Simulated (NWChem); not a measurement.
System: C$_{4}$H$_{7}$B; SMILES C=CBC=C

Excerpt of the output:

```
             Northwest Computational Chemistry Package (NWChem) 7.3.0
             --------------------------------------------------------

                             Geometry "geometry" -> ""
                             -------------------------

 Output coordinates in angstroms (scale by  1.889725989 to convert to a.u.)

  No.       Tag          Charge          X              Y              Z
 ---- ---------------- ---------- -------------- -------------- --------------
    1 B                    5.0000    -0.77208500     0.03776300     0.04214200
    2 H                    1.0000    -1.90499400     0.47398900     0.08734300
    3 C                    6.0000    -0.55706800    -1.50185400     0.01540900
    4 C                    6.0000     0.65335800    -2.08615200    -0.03157000
    5 H                    1.0000    -1.42953300    -2.16745800     0.03633200
    6 H                    1.0000     0.78385500    -3.17437400    -0.04956300
    7 H                    1.0000     1.57625600    -1.49594700    -0.05432300
    8 C                    6.0000     0.37892500     1.07460600     0.01514400
    9 C                    6.0000     0.12172600     2.39488700     0.03784900
   10 H                    1.0000     1.43398700     0.77230700    -0.02250600
   11 H                    1.0000     0.91081500     3.15586700     0.01992300
   12 H                    1.0000    -0.90912800     2.76480300     0.07557800

 Effective nuclear repulsion energy (a.u.)     135.0068992711

                              NWChem Property Module
                              ----------------------

  itol2e modified to match energy
  convergence criterion.

                                 NWChem DFT Module
                                 -----------------

 Summary of "ao basis" -> "ao basis" (spherical)
 ------------------------------------------------------------------------------
       Tag                 Description            Shells   Functions and Types
 ---------------- ------------------------------  ------  ---------------------
 B                          pcsseg-1                 7       17   3s3p1d
 H                          pcsseg-1                 3        5   2s1p
 C                          pcsseg-1                 7       17   3s3p1d

  itol2e modified to match energy
  convergence criterion.

            General Information
            -------------------
          SCF calculation type: DFT
          Wavefunction type:  closed shell.
          No. of atoms     :    12
          No. of electrons :    36
           Alpha electrons :    18
            Beta electrons :    18
          Charge           :     0
          Spin multiplicity:     1
          Use of symmetry is: off; symmetry adaption is: off
          Maximum number of iterations: 150
          AO basis - number of functions:   120
                     number of shells:    56
          Convergence on energy requested:  1.00D-07
          Convergence on density requested:  1.00D-05
          Convergence on gradient requested:  5.00D-04

              XC Information
              --------------
                        BHLYP Method XC Functional
                     Hartree-Fock (Exact) Exchange  0.500
                        Slater Exchange Functional  0.500 local
                    Becke 1988 Exchange Functional  0.500 non-local
              Lee-Yang-Parr Correlation Functional  1.000

             Grid Information
             ----------------
          Grid used for XC integration:  fine
          Radial quadrature: Mura-Knowles
          Angular quadrature: Lebedev.
          Tag              B.-S. Rad. Rad. Pts. Rad. Cut. Ang. Pts.
          ---              ---------- --------- --------- ---------
          B                   0.85       70          11.0       590
          H                   0.35       60          15.0       590
          C                   0.70       70          14.0       590
          Grid pruning is: on
          Number of quadrature shells:   770
          Spatial weights used:  Erf1

      Superposition of Atomic Density Guess
      -------------------------------------

 Sum of atomic energies:        -178.62774522

      Non-variational initial energy
      ------------------------------

 Total energy =    -181.525216
 1-e energy   =    -504.087723
 2-e energy   =     187.555608
 HOMO         =      -0.343987
 LUMO         =      -0.100415

   convergence    iter        energy       DeltaE   RMS-Dens  Diis-err
 ---------------- ----- ----------------- --------- --------- ---------
 d= 0,ls=0.0,diis     1   -181.2441052078 -3.16D+02  4.28D-03  3.63D-01
 d= 0,ls=0.0,diis     2   -181.2897431239 -4.56D-02  1.98D-03  6.40D-02
 d= 0,ls=0.0,diis     3   -181.2929441468 -3.20D-03  8.78D-04  4.13D-02
 d= 0,ls=0.0,diis     4   -181.2982678116 -5.32D-03  1.22D-04  3.58D-04
 d= 0,ls=0.0,diis     5   -181.2983118530 -4.40D-05  3.27D-05  3.68D-05
  Resetting Diis
 d= 0,ls=0.0,diis     6   -181.2983171387 -5.29D-06  5.99D-06  1.00D-06
 d= 0,ls=0.0,diis     7   -181.2983172854 -1.47D-07  2.60D-06  4.69D-08
 d= 0,ls=0.0,diis     8   -181.2983172878 -2.43D-09  1.05D-06  3.46D-08

         Total DFT energy =     -181.298317287817
      One electron energy =     -509.108632749389
           Coulomb energy =      220.973352944176
    Exchange-Corr. energy =      -28.169936753710
 Nuclear repulsion energy =      135.006899271106

 Numeric. integr. density =       36.000009693998

                       DFT Final Molecular Orbital Analysis
                       ------------------------------------

 Vector   16  Occ=2.000000D+00  E=-3.752864D-01
              MO Center= -3.2D-01,  5.1D-01,  3.2D-02, r^2= 3.6D+00
   Bfn.  Coefficient  Atom+Function         Bfn.  Coefficient  Atom+Function
  ----- ------------  ---------------      ----- ------------  ---------------
    18     -0.233495   2 H  s                78     -0.233757   8 C  px
     7      0.215864   1 B  px              106     -0.215428  10 H  s
    81     -0.183412   8 C  px               57      0.167826   5 H  s
   111      0.163074  11 H  s               116     -0.134645  12 H  s
    79     -0.123321   8 C  py               74      0.121582   8 C  s

[...]

          -----------------------------------------
          Chemical Shielding Tensors (GIAO, in ppm)
          -----------------------------------------

                                NWChem CPHF Module
                                ------------------

  scftype          =     RHF
  nclosed          =       18
  nopen            =        0
  variables        =     1836
  # of vectors     =        3
  tolerance        = 0.10D-03
  level shift      = 0.00D+00
  max iterations   =       50
  max subspace     =       30

 SCF residual:    6.7347131468296011E-005

Iterative solution of linear equations
  No. of variables     1836
  No. of equations        3
  Maximum subspace       30
        Iterations       50
       Convergence  1.0D-04

   iter   nsub   residual    time
   ----  ------  --------  ---------
     1      3    9.97D-01      73.0
     2      6    1.11D-01      78.5
     3      9    1.33D-02      84.2
     4     12    1.09D-03      89.7
     5     15    1.23D-04      95.2
     6     18    2.38D-05     100.7

      Atom:    1  B
        Diamagnetic
    190.1863      5.3989     -0.4387
      5.3989    204.3473      0.1670
     -0.4387      0.1670    175.5854

        Paramagnetic
   -185.2706     -6.4592      4.1521
     -6.4592   -194.4785     -1.4476
      4.1521     -1.4476    -64.7773

        Total Shielding Tensor
      4.9157     -1.0603      3.7135
     -1.0603      9.8688     -1.2807
      3.7135     -1.2807    110.8081

           isotropic =      41.8642
          anisotropy =     103.6366

          Principal Components and Axis System
                 1           2           3
              110.9553     10.0474      4.5899

      1         0.0351     -0.1888      0.9814
      2        -0.0130      0.9818      0.1894
      3         0.9993      0.0194     -0.0320

      Atom:    2  H
        Diamagnetic
     35.6571     -2.3100     -0.4926
     -2.3100     28.5024      0.1544
     -0.4926      0.1544     22.4363

        Paramagnetic
    -12.2010      4.6140      0.6134
      4.6140     -1.6140     -0.2256
      0.6134     -0.2256      3.5974

        Total Shielding Tensor
     23.4561      2.3039      0.1208
      2.3039     26.8884     -0.0712
      0.1208     -0.0712     26.0337

           isotropic =      25.4594
          anisotropy =       3.8786

          Principal Components and Axis System
                 1           2           3
               28.0452     26.0389     22.2941

      1         0.4486      0.0355      0.8930
      2         0.8937     -0.0126     -0.4484
      3        -0.0047      0.9993     -0.0374

      Atom:    3  C
        Diamagnetic
    263.2553     -4.9767     -0.7744
     -4.9767    264.7557      0.4530
     -0.7744      0.4530    241.7848

        Paramagnetic
   -289.5470    -56.7830      6.7711
    -56.7830   -314.3539     -1.2444
      6.7711     -1.2444    -63.1911

        Total Shielding Tensor
    -26.2917    -61.7596      5.9967
    -61.7596    -49.5983     -0.7913
      5.9967     -0.7913    178.5937

           isotropic =      34.2346
          anisotropy =     216.8499

          Principal Components and Axis System
                 1           2           3
              178.8012   -100.8315     24.7341

      1         0.0329      0.6385      0.7689
      2        -0.0124      0.7695     -0.6385
      3         0.9994     -0.0115     -0.0333

      Atom:    4  C
        Diamagnetic
    265.0442     -3.6874     -0.7213
     -3.6874    261.2253      0.3312
     -0.7213      0.3312    244.6139

        Paramagnetic
   -253.5622    -45.5199      5.0145
    -45.5199   -342.5891     -1.7895
      5.0145     -1.7895    -82.8880

        Total Shielding Tensor
     11.4820    -49.2073      4.2932
    -49.2073    -81.3638     -1.4583
      4.2932     -1.4583    161.7258

           isotropic =      30.6147
          anisotropy =     196.9047

          Principal Components and Axis System
                 1           2           3
              161.8844   -102.5908     32.5504

      1         0.0326      0.3961      0.9176
      2        -0.0126      0.9182     -0.3959
      3         0.9994     -0.0014     -0.0350

      Atom:    5  H
        Diamagnetic
     37.4461      7.6032     -0.3817
      7.6032     32.7379     -0.1347
     -0.3817     -0.1347     23.1738

        Paramagnetic
    -11.7153    -10.8091      0.2903
    -10.8091     -9.3038      0.2302
      0.2903      0.2302      1.0822

        Total Shielding Tensor
     25.7309     -3.2059     -0.0915
     -3.2059     23.4340      0.0956
     -0.0915      0.0956     24.2560

           isotropic =      24.4736
          anisotropy =       5.2781

          Principal Components and Axis System
                 1           2           3
               27.9924     24.2517     21.1768

      1         0.8171      0.0332      0.5755
      2        -0.5754     -0.0132      0.8178
      3        -0.0347      0.9994     -0.0083

      Atom:    6  H
        Diamagnetic
     26.4668     -3.6846     -0.1516
     -3.6846     41.3858      0.3488
     -0.1516      0.3488     23.2870

        Paramagnetic
      0.8692      1.8781      0.0322
      1.8781    -18.5742     -0.3121
      0.0322     -0.3121      1.1235

        Total Shielding Tensor
     27.3360     -1.8065     -0.1194
     -1.8065     22.8116      0.0367
     -0.1194      0.0367     24.4105

           isotropic =      24.8527
          anisotropy =       4.6807

          Principal Components and Axis System
                 1           2           3
               27.9732     24.4061     22.1788

      1         0.9432      0.0323      0.3306
      2        -0.3304     -0.0136      0.9438
      3        -0.0350      0.9994      0.0022

      Atom:    7  H
        Diamagnetic
     38.1317      4.6757     -0.4551
      4.6757     31.0947     -0.0462
     -0.4551     -0.0462     22.4377

        Paramagnetic
    -12.6694     -7.5152      0.3634
     -7.5152     -6.5347      0.1446
      0.3634      0.1446      1.4089

        Total Shielding Tensor
     25.4623     -2.8395     -0.0917
     -2.8395     24.5600      0.0983
     -0.0917      0.0983     23.8466

           isotropic =      24.6230
          anisotropy =       4.9016

          Principal Components and Axis System
                 1           2           3
               27.8907     23.8424     22.1359

      1         0.7601      0.0309      0.6491
      2        -0.6490     -0.0146      0.7607
      3        -0.0330      0.9994     -0.0089

      Atom:    8  C
        Diamagnetic
    259.0906      1.8501     -0.4998
      1.8501    271.6543      0.2463
     -0.4998      0.2463    243.3569

        Paramagnetic
   -356.3028      7.3518      9.9078
      7.3518   -251.6259     -2.3336
      9.9078     -2.3336    -58.1073

        Total Shielding Tensor
    -97.2121      9.2018      9.4079
      9.2018     20.0284     -2.0874
      9.4079     -2.0874    185.2496

           isotropic =      36.0220
          anisotropy =     224.3397

          Principal Components and Axis System
                 1           2           3
              185.5818    -98.2511     20.7352

      1         0.0329      0.9964      0.0784
      2        -0.0108     -0.0781      0.9969
      3         0.9994     -0.0336      0.0082

      Atom:    9  C
        Diamagnetic
    256.1704     -1.6046     -0.4375
     -1.6046    268.3881      0.3225
     -0.4375      0.3225    243.4020

        Paramagnetic
   -360.0964    -28.5464      8.4647
    -28.5464   -250.7742     -0.8529
      8.4647     -0.8529    -91.2467

        Total Shielding Tensor
   -103.9260    -30.1509      8.0272
    -30.1509     17.6139     -0.5304
      8.0272     -0.5304    152.1552

           isotropic =      21.9477
          anisotropy =     195.7132

          Principal Components and Axis System
                 1           2           3
              152.4232   -111.2194     24.6394

      1         0.0326      0.9733     -0.2272
      2        -0.0112      0.2277      0.9737
      3         0.9994     -0.0292      0.0184

      Atom:   10  H
        Diamagnetic
     40.1107     -3.3208     -0.6096
     -3.3208     31.4082      0.2090
     -0.6096      0.2090     22.5305

        Paramagnetic
    -19.8408      3.7740      0.7325
      3.7740     -2.4760     -0.1631
      0.7325     -0.1631      1.2866

        Total Shielding Tensor
     20.2698      0.4532      0.1229
      0.4532     28.9322      0.0459
      0.1229      0.0459     23.8171

           isotropic =      24.3397
          anisotropy =       6.9250

          Principal Components and Axis System
                 1           2           3
               28.9564     23.8206     20.2421

      1         0.0522      0.0331      0.9981
      2         0.9986     -0.0119     -0.0519
      3         0.0102      0.9994     -0.0336

      Atom:   11  H
        Diamagnetic
     31.4269      7.8927     -0.1903
      7.8927     36.0448     -0.1213
     -0.1903     -0.1213     23.0959

        Paramagnetic
     -9.3542     -9.9205      0.2409
     -9.9205     -8.7577      0.2152
      0.2409      0.2152      1.3552

        Total Shielding Tensor
     22.0727     -2.0278      0.0506
     -2.0278     27.2871      0.0939
      0.0506      0.0939     24.4511

           isotropic =      24.6036
          anisotropy =       5.0710

          Principal Components and Axis System
                 1           2           3
               27.9843     24.4516     21.3750

[...]
```

Level: BHandHLYP/pcSseg-1, GIAO. The geometry was optimised at PBE0/def2-SVP. NWChem prints the field gradient with the sign opposite to the second derivative of the potential. The printed shielding anisotropy is the first printed principal value minus the mean of the other two.

Question: Write an input that gives this output.

Answer: Several could match; the one computed here: the input that was run:
```
start job
memory heap 200 mb stack 900 mb global 1100 mb
geometry units angstroms noautosym nocenter noautoz
  B     -0.772085     0.037763     0.042142
  H     -1.904994     0.473989     0.087343
  C     -0.557068    -1.501854     0.015409
  C      0.653358    -2.086152    -0.031570
  H     -1.429533    -2.167458     0.036332
  H      0.783855    -3.174374    -0.049563
  H      1.576256    -1.495947    -0.054323
  C      0.378925     1.074606     0.015144
  C      0.121726     2.394887     0.037849
  H      1.433987     0.772307    -0.022506
  H      0.910815     3.155867     0.019923
  H     -0.909128     2.764803     0.075578
end
basis spherical
  B library pcsseg-1
  H library pcsseg-1
  C library pcsseg-1
end
dft
  xc bhlyp
  iterations 150
end
property
  shielding
  efieldgrad
end
task dft property
```
